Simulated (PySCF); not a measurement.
Working with the constants of NaTl⁺

UHF constants of NaTl⁺, ²Σ⁺ (doublet), unpaired electrons σ ↑ (PySCF, scalar-relativistic core potentials, basis sets Na aug-cc-pVDZ, Tl aug-cc-pVDZ-PP with ECP60; masses 22.9898 and 204.9744 u):

```
ωe              : 90.3 cm⁻¹
ωexe            : 0.193 cm⁻¹
Be              : 0.059689 cm⁻¹
αe              : 0.000288 cm⁻¹
D (centrifugal) : 1.04e-07 cm⁻¹
```

(1) Give the vibrational terms G(v) and spacings up to v = 3.

Spin–orbit coupling is left out, which matters for elements this heavy, above all for dissociation energies. Hartree–Fock leaves out correlation, which carries a large part of most bond energies and some tenths to 1 eV of ionisation energies. The state was picked by a PBE0 search and need not be the measured ground state.

Answers

(1) G(v) = ωe(v+½) − ωexe(v+½)².

| v | G(v) (cm⁻¹) | G(v) − G(v−1) | Bv (cm⁻¹) |
| --- | --- | --- | --- |
| 0 | 45.1 |  | 0.05955 |
| 1 | 135.0 | 89.9 | 0.05926 |
| 2 | 224.5 | 89.5 | 0.05897 |
| 3 | 313.7 | 89.1 | 0.05868 |
